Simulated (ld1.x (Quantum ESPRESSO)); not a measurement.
# Pseudopotential generation for copper (Cu): ultrasoft, LDA (PZ), scalar-relativistic.

Input for ld1.x (Quantum ESPRESSO) 7.5:

```
&input
   title='Cu', zed=29., rel=1, dft='PZ', iswitch=3,
   config='[Ar] 3d10 4s1 4p0',
   nld=3, rlderiv=2.70, eminld=-7.0, emaxld=5.0, deld=0.02
 /
 &inputp
   pseudotype=3, tm=.true., lloc=-1, rcloc=1.50,
   nlcc=.false.,
   file_pseudopw='Cu.UPF', file_wfcaegen='ae.wfc', file_wfcncgen='nc.wfc', file_beta='beta', file_chi='chi', file_wfcusgen='us.wfc'
 /
6
4S  1  0   1.00   0.00  2.20  2.50  0.0
4S  1  0   0.00   1.20  2.20  2.50  0.0
3P  2  1   6.00   0.00  1.05  1.20  0.0
4P  3  1   0.00   0.00  1.05  1.20  0.0
3D  3  2  10.00   0.00  1.05  1.25  0.0
3D  3  2   0.00   3.95  1.05  1.25  0.0
 &test
   configts(1)='3p6 3d10 4s1 4p0'
 /
```

Command:

```bash
ld1.x < Cu.in > Cu.out
```

Output (shortened: banner, matrices, multipoles, cross overlaps and the repeated all-electron block are left out):

```
Program LD1 v.7.5
     --------------------------- All-electron run ----------------------------

     Cu
     scalar relativistic calculation

     atomic number is 29.00
     dft =PZ   lsd =0 sic =0 latt =0  beta=0.20 tr2=1.0E-14
     Exchange-correlation= PZ
                           (   1   1   0   0   0   0   0)
     mesh =1199 r(mesh) = 100.25372 a.u. xmin = -7.00 dx = 0.01250
     1 Ry =  13.60569312 eV, c = 137.03599908

     n l     nl                  e(Ry)          e(Ha)          e(eV)
     1 0     1S 1( 2.00)      -649.2415      -324.6208     -8833.3811
     2 0     2S 1( 2.00)       -77.9384       -38.9692     -1060.4063
     2 1     2P 1( 6.00)       -67.3571       -33.6786      -916.4405
     3 0     3S 1( 2.00)        -8.3899        -4.1950      -114.1505
     3 1     3P 1( 6.00)        -5.2942        -2.6471       -72.0319
     3 2     3D 1(10.00)        -0.3913        -0.1957        -5.3243
     4 0     4S 1( 1.00)        -0.3576        -0.1788        -4.8648
     4 1     4P 1( 0.00)        -0.0577        -0.0288        -0.7850

     final scf error:  4.2E-15 reached in  29 iterations

     Etot =   -3304.518170 Ry,   -1652.259085 Ha,  -44960.260135 eV

     Ekin =    3352.291624 Ry,    1676.145812 Ha,   45610.251097 eV
     Encl =   -7962.289539 Ry,   -3981.144769 Ha, -108332.468018 eV
     Eh   =    1435.273990 Ry,     717.636995 Ha,   19527.897457 eV
     Exc  =    -129.794245 Ry,     -64.897123 Ha,   -1765.940670 eV

     normalization and overlap integrals

     s(1S/1S) =  1.000000  <r> =   0.0522  <r2> =    0.0037  r(max) =   0.0341
     s(2S/2S) =  1.000000  <r> =   0.2357  <r2> =    0.0655  r(max) =   0.1960
     s(2P/2P) =  1.000000  <r> =   0.2066  <r2> =    0.0524  r(max) =   0.1585
     s(3S/3S) =  1.000000  <r> =   0.7133  <r2> =    0.5889  r(max) =   0.6112
     s(3P/3P) =  1.000000  <r> =   0.7502  <r2> =    0.6671  r(max) =   0.6189
     s(3D/3D) =  1.000000  <r> =   1.0470  <r2> =    1.5711  r(max) =   0.5961
     s(4S/4S) =  1.000000  <r> =   2.8937  <r2> =    9.8815  r(max) =   2.2428
     s(4P/4P) =  1.000000  <r> =   4.8595  <r2> =   29.3066  r(max) =   3.5173

     ------------------------ End of All-electron run ------------------------

     --------------------- Generating US pseudopotential ---------------------

      Generating local potential from pseudized AE potential:
      Matching radius rcloc =   1.5000

      Local pseudo, rcloc= 1.503 Estimated cut-off energy=    11.00 Ry

      Wfc   4S  rcut= 2.187  Using Troullier-Martins method
      Wfc-us  4S rcutus= 2.479  Estimated cut-off energy=     7.40 Ry

      Wfc   4S  rcut= 2.187  Using Troullier-Martins method
      Wfc-us  4S rcutus= 2.479  Estimated cut-off energy=    11.71 Ry

      Wfc   3P  rcut= 1.059  Using Troullier-Martins method
      Wfc-us  3P rcutus= 1.200  Estimated cut-off energy=    58.07 Ry

      Wfc   4P  rcut= 1.059  Using Troullier-Martins method
      Wfc-us  4P rcutus= 1.200  Estimated cut-off energy=   107.04 Ry

      Wfc   3D  rcut= 1.059  Using Troullier-Martins method
      Wfc-us  3D rcutus= 1.262  Estimated cut-off energy=    72.40 Ry

      Wfc   3D  rcut= 1.059  Using Troullier-Martins method
      Wfc-us  3D rcutus= 1.262  Estimated cut-off energy=   132.61 Ry

     ------------------- End of pseudopotential generation -------------------

     Computing logarithmic derivative in   2.68847
     Computing logarithmic derivative in   2.68847
     Computing the partial wave expansion
     R is outside the sphere for l=    0 j= 0.00
     R is outside the sphere for l=    0 j= 0.00
     R is outside the sphere for l=    1 j= 0.00
     R is outside the sphere for l=    1 j= 0.00
     R is outside the sphere for l=    2 j= 0.00
     R is outside the sphere for l=    2 j= 0.00

     ---------------------- Testing the pseudopotential ----------------------

     Cu
     scalar relativistic calculation

     atomic number is 29.00   valence charge is 17.00
     dft =PZ   lsd =0 sic =0 latt =0  beta=0.20 tr2=1.0E-14
     mesh =1199 r(mesh) = 100.25372 xmin = -7.00 dx = 0.01250

     n l     nl             e AE (Ry)        e PS (Ry)    De AE-PS (Ry)
     2 1     3P   1( 6.00)       -5.29424       -5.29424       -0.00000
     3 2     3D   1(10.00)       -0.39133       -0.39133        0.00000
     1 0     4S   1( 1.00)       -0.35756       -0.35756        0.00000
     3 1     4P   1( 0.00)       -0.05769       -0.03444       -0.02325  !

     eps = 6.7E-15  iter =  6

     Etot =   -3304.518170 Ry,   -1652.259085 Ha,  -44960.260135 eV
     Etotps =  -297.561521 Ry,    -148.780761 Ha,   -4048.530741 eV

     Ekin =      93.675398 Ry,      46.837699 Ha,    1274.518721 eV
     Encl =    -618.420232 Ry,    -309.210116 Ha,   -8414.035895 eV
     Ehrt =     271.312445 Ry,     135.656222 Ha,    3691.393863 eV
     Ecxc =     -30.930608 Ry,     -15.465304 Ha,    -420.832356 eV
     Epseu=     -13.198525 Ry,      -6.599262 Ha,    -179.575074 eV

     ---------------------- End of pseudopotential test ----------------------
```

Generation and configuration tests took about 3.2 s on one core of a shared server CPU.

Transferability test of the new file with ld1.x, input:

```
&input
   title='Cu', zed=29., rel=1, dft='PZ', iswitch=2,
   config='[Ar] 3d10 4s1 4p0'
 /
 &test
   file_pseudo='Cu.UPF', nconf=10,
   configts(1)='3p6 3d10 4s1 4p0',
   configts(2)='3p6 3d10 4s0 4p0',
   configts(3)='3p6 3d9 4s0 4p0',
   configts(4)='3p6 3d8 4s0 4p0',
   configts(5)='3p6 3d9 4s1 4p0',
   configts(6)='3p6 3d9 4s2 4p0',
   configts(7)='3p6 3d10 4s0.5 4p0',
   configts(8)='3p6 3d10 4s0 4p1',
   configts(9)='3p6 3d10 4s1 4p0', lsdts(9)=1,
   configts(10)='3p6 3d9 4s0 4p0', lsdts(10)=1
 /
```

```bash
ld1.x < Cu.test.in > Cu.test.out
```

Pseudopotential blocks of its output, shortened (energy terms left out; the distinct warnings before each block abridged to one line each):

```
     ---------------------- Testing the pseudopotential ----------------------

     n l     nl             e AE (Ry)        e PS (Ry)    De AE-PS (Ry)
     2 1     3P   1( 6.00)       -5.29424       -5.29424       -0.00000
     3 2     3D   1(10.00)       -0.39133       -0.39133        0.00000
     1 0     4S   1( 1.00)       -0.35756       -0.35756        0.00000
     3 1     4P   1( 0.00)       -0.05769       -0.03444       -0.02325  !

     eps = 6.7E-15  iter =  6

     Etot =   -3304.518170 Ry,   -1652.259085 Ha,  -44960.260135 eV
     Etotps =  -297.561521 Ry,    -148.780761 Ha,   -4048.530741 eV

     ---------------------- End of pseudopotential test ----------------------

          Warning: n=2, l=1 expected 0 nodes, found 1
     ---------------------- Testing the pseudopotential ----------------------

     n l     nl             e AE (Ry)        e PS (Ry)    De AE-PS (Ry)
     2 1     3P   1( 6.00)       -5.93481       -5.92495       -0.00986  !
     3 2     3D   1(10.00)       -1.02947       -1.02423       -0.00524  !
     1 0     4S   1( 0.00)       -0.89362       -0.89682        0.00320
     3 1     4P   1( 0.00)       -0.48749       -0.42488       -0.06261  !

     eps = 6.3E-15  iter = 13

     Etot =   -3303.898252 Ry,   -1651.949126 Ha,  -44951.825730 eV
     Etotps =  -296.940238 Ry,    -148.470119 Ha,   -4040.077756 eV
     dEtot_ae =       0.619917 Ry
     dEtot_ps =       0.621283 Ry,   Delta E=      -0.001366 Ry

     ---------------------- End of pseudopotential test ----------------------

          ---------------------- Testing the pseudopotential ----------------------

     n l     nl             e AE (Ry)        e PS (Ry)    De AE-PS (Ry)
     2 1     3P   1( 6.00)       -7.17126       -7.21077        0.03952  !
     3 2     3D   1( 9.00)       -2.20362       -2.23311        0.02949  !
     1 0     4S   1( 0.00)       -1.65738       -1.65614       -0.00125
     3 1     4P   1( 0.00)       -1.13097       -1.00428       -0.12669  !

     eps = 2.7E-15  iter = 14

     Etot =   -3302.304289 Ry,   -1651.152145 Ha,  -44930.138757 eV
     Etotps =  -295.337569 Ry,    -147.668784 Ha,   -4018.272331 eV
     dEtot_ae =       2.213880 Ry
     dEtot_ps =       2.223952 Ry,   Delta E=      -0.010072 Ry

     ---------------------- End of pseudopotential test ----------------------

          Warning: n=3, l=2 expected 0 nodes, found 1
     ---------------------- Testing the pseudopotential ----------------------

     n l     nl             e AE (Ry)        e PS (Ry)    De AE-PS (Ry)
     2 1     3P   1( 6.00)       -8.65268       -8.78639        0.13370  !
     3 2     3D   1( 8.00)       -3.61951       -3.71961        0.10010  !
     1 0     4S   1( 0.00)       -2.54486       -2.58089        0.03603  !
     3 1     4P   1( 0.00)       -1.91208       -1.70404       -0.20804  !

     eps = 2.8E-15  iter = 23

     Etot =   -3299.411094 Ry,   -1649.705547 Ha,  -44890.774829 eV
     Etotps =  -292.381580 Ry,    -146.190790 Ha,   -3978.054047 eV
     dEtot_ae =       5.107076 Ry
     dEtot_ps =       5.179941 Ry,   Delta E=      -0.072866 Ry

     ---------------------- End of pseudopotential test ----------------------

          ---------------------- Testing the pseudopotential ----------------------

     n l     nl             e AE (Ry)        e PS (Ry)    De AE-PS (Ry)
     2 1     3P   1( 6.00)       -6.36898       -6.41076        0.04177  !
     3 2     3D   1( 9.00)       -1.41147       -1.44049        0.02902  !
     1 0     4S   1( 1.00)       -1.02415       -1.02126       -0.00289
     3 1     4P   1( 0.00)       -0.58100       -0.50278       -0.07822  !

     eps = 2.5E-15  iter = 21

     Etot =   -3303.643421 Ry,   -1651.821710 Ha,  -44948.358573 eV
     Etotps =  -296.674626 Ry,    -148.337313 Ha,   -4036.463918 eV
     dEtot_ae =       0.874749 Ry
     dEtot_ps =       0.886895 Ry,   Delta E=      -0.012146 Ry

     ---------------------- End of pseudopotential test ----------------------

          ---------------------- Testing the pseudopotential ----------------------

     n l     nl             e AE (Ry)        e PS (Ry)    De AE-PS (Ry)
     2 1     3P   1( 6.00)       -5.67190       -5.71626        0.04436  !
     3 2     3D   1( 9.00)       -0.71965       -0.74929        0.02964  !
     1 0     4S   1( 2.00)       -0.44448       -0.44169       -0.00279
     3 1     4P   1( 0.00)       -0.09477       -0.05947       -0.03530  !

     eps = 5.9E-15  iter = 20

     Etot =   -3304.370942 Ry,   -1652.185471 Ha,  -44958.256995 eV
     Etotps =  -297.399253 Ry,    -148.699626 Ha,   -4046.322966 eV
     dEtot_ae =       0.147228 Ry
     dEtot_ps =       0.162269 Ry,   Delta E=      -0.015040 Ry

     ---------------------- End of pseudopotential test ----------------------

          ---------------------- Testing the pseudopotential ----------------------

     n l     nl             e AE (Ry)        e PS (Ry)    De AE-PS (Ry)
     2 1     3P   1( 6.00)       -5.59907       -5.59470       -0.00437
     3 2     3D   1(10.00)       -0.69563       -0.69332       -0.00232
     1 0     4S   1( 0.50)       -0.61713       -0.61827        0.00114
     3 1     4P   1( 0.00)       -0.26113       -0.21829       -0.04284  !

     eps = 3.4E-15  iter = 15

     Etot =   -3304.275454 Ry,   -1652.137727 Ha,  -44956.957823 eV
     Etotps =  -297.318521 Ry,    -148.659261 Ha,   -4045.224563 eV
     dEtot_ae =       0.242715 Ry
     dEtot_ps =       0.243000 Ry,   Delta E=      -0.000284 Ry

     ---------------------- End of pseudopotential test ----------------------

          ---------------------- Testing the pseudopotential ----------------------

     n l     nl             e AE (Ry)        e PS (Ry)    De AE-PS (Ry)
     2 1     3P   1( 6.00)       -5.44939       -5.48579        0.03640  !
     3 2     3D   1(10.00)       -0.54411       -0.58386        0.03974  !
     1 0     4S   1( 0.00)       -0.46441       -0.49845        0.03404  !
     3 1     4P   1( 1.00)       -0.13637       -0.12636       -0.01001  !

     eps = 6.5E-15  iter = 19

     Etot =   -3304.205276 Ry,   -1652.102638 Ha,  -44956.003006 eV
     Etotps =  -297.215880 Ry,    -148.607940 Ha,   -4043.828059 eV
     dEtot_ae =       0.312893 Ry
     dEtot_ps =       0.345641 Ry,   Delta E=      -0.032748 Ry

     ---------------------- End of pseudopotential test ----------------------

          ---------------------- Testing the pseudopotential ----------------------

     n l     nl             e AE (Ry)        e PS (Ry)    De AE-PS (Ry)
     2 1     3P   1( 3.00)       -5.28949       -5.28874       -0.00074
     3 2     3D   1( 5.00)       -0.39215       -0.39183       -0.00032
     1 0     4S   1( 1.00)       -0.37955       -0.37956        0.00002
     3 1     4P   1( 0.00)       -0.07165       -0.04514       -0.02650  !
     2 1     3P   2( 3.00)       -5.28985       -5.29061        0.00076
     3 2     3D   2( 5.00)       -0.38135       -0.38168        0.00032
     1 0     4S   2( 0.00)       -0.32405       -0.32401       -0.00004
     3 1     4P   2( 0.00)       -0.03555       -0.01704       -0.01851  !

     eps = 6.6E-15  iter = 11

     Etot =   -3304.531666 Ry,   -1652.265833 Ha,  -44960.443764 eV
     Etotps =  -297.575035 Ry,    -148.787517 Ha,   -4048.714606 eV
     dEtot_ae =      -0.013496 Ry
     dEtot_ps =      -0.013514 Ry,   Delta E=       0.000017 Ry

     ---------------------- End of pseudopotential test ----------------------

          ---------------------- Testing the pseudopotential ----------------------

     n l     nl             e AE (Ry)        e PS (Ry)    De AE-PS (Ry)
     2 1     3P   1( 3.00)       -7.20826       -7.25663        0.04837  !
     3 2     3D   1( 5.00)       -2.23742       -2.27317        0.03575  !
     1 0     4S   1( 0.00)       -1.66652       -1.66557       -0.00095
     3 1     4P   1( 0.00)       -1.13700       -1.00803       -0.12897  !
     2 1     3P   2( 3.00)       -7.13006       -7.16001        0.02995  !
     3 2     3D   2( 4.00)       -2.16622       -2.18893        0.02271  !
     1 0     4S   2( 0.00)       -1.64734       -1.64584       -0.00150
     3 1     4P   2( 0.00)       -1.12431       -1.00005       -0.12427  !

     eps = 4.7E-15  iter = 14

     Etot =   -3302.322088 Ry,   -1651.161044 Ha,  -44930.380917 eV
     Etotps =  -295.358623 Ry,    -147.679312 Ha,   -4018.558788 eV
     dEtot_ae =       2.196082 Ry
     dEtot_ps =       2.202898 Ry,   Delta E=      -0.006816 Ry

     ---------------------- End of pseudopotential test ----------------------
```
